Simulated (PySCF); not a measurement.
Working out the excitation energy of I

I [Kr] 4d10 5s2 5p5 (2P) → I [Kr] 4d10 5s1 5p5 6s1 (4P). Calculation: PySCF 2.14, in aug-cc-pVDZ-PP with ECP28MDF (5s4p3d, 32 functions); scalar relativity through the core potential. Frozen: 4s2 4p6 4d10. Energies in hartree (1 hartree = 27.21139 eV):

| part | I (lower) | I (upper) |
| --- | --- | --- |
| UHF | -294.653725 | -293.970231 |
| MP2 opposite-spin | -0.061140 | -0.112924 |
| MP2 same-spin | -0.020893 | -0.024667 |

**Question.** What does Hartree-Fock give?

**Answer.** (-293.970231) − (-294.653725) = 0.683494 hartree = 18.599 eV.

**Question.** What do MP2 and SCS-MP2 (6/5 opposite-spin, 1/3 same-spin) give?

**Answer.** The opposite-spin parts differ by -1.409 eV and the same-spin parts by -0.103 eV. MP2: 18.599 + (-1.409) + (-0.103) = 17.087 eV. SCS-MP2: 18.599 + 1.2 × (-1.409) + (-0.103)/3 = 16.874 eV.

The upper state lies above the first ionisation limit, where it may autoionise and the basis confines it. A Rydberg-like electron needs more diffuse functions than a valence basis has.

A double-zeta basis recovers only part of the correlation energy.
